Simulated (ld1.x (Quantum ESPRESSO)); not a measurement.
PBE ultrasoft dataset for sulfur, scalar-relativistic all-electron reference.

| Quantity | Value |
| --- | --- |
| Element | S |
| Generator | ld1.x (Quantum ESPRESSO) 7.5 |
| Type | ultrasoft |
| Functional | PBE |
| Relativity | scalar-relativistic |
| Frozen core | [Ne] |
| Valence charge | 6 |
| Reference configuration | 3s2 3p2 (charge +2) |
| Partial waves | 3s (bound): rcut 1.20, rcutus 1.35 bohr; 3s channel at -2.55 Ry: rcut 1.20, rcutus 1.35 bohr; 3p (bound): rcut 1.10, rcutus 1.20 bohr; 3p channel at -0.55 Ry: rcut 1.10, rcutus 1.20 bohr; 3d channel at 0.05 Ry: rcut 1.20, rcutus 1.45 bohr; 3d channel at 2.55 Ry: rcut 1.20, rcutus 1.45 bohr |
| Local potential | all-electron potential smoothed inside 1.05 bohr (lloc = -2) |
| Core correction | none |
| Augmentation charge | PSQ, inside the norm-conserving radii |

* Cutoffs needed: 25 Ry and 45 Ry (the cutoffs (Ry, on a coarse ladder) from which the occupation-weighted sum of valence levels, in a spherical-Bessel basis at the reference potential, stays within 10 and 1 mRy of its value at 400 Ry)
* Ghost test: no extra level below or beside the all-electron valence levels (s, p, d, f tested) (spherical-Bessel basis up to 400 Ry, 20 bohr box)
* Largest excitation error: +13 meV (all-electron minus pseudo) for 3s2 3p0, out of 7 test configurations
* Lowest eigenvalue of the overlap operator: 0.48 (s channel)
* Density cutoff estimated by the generator: 365 Ry
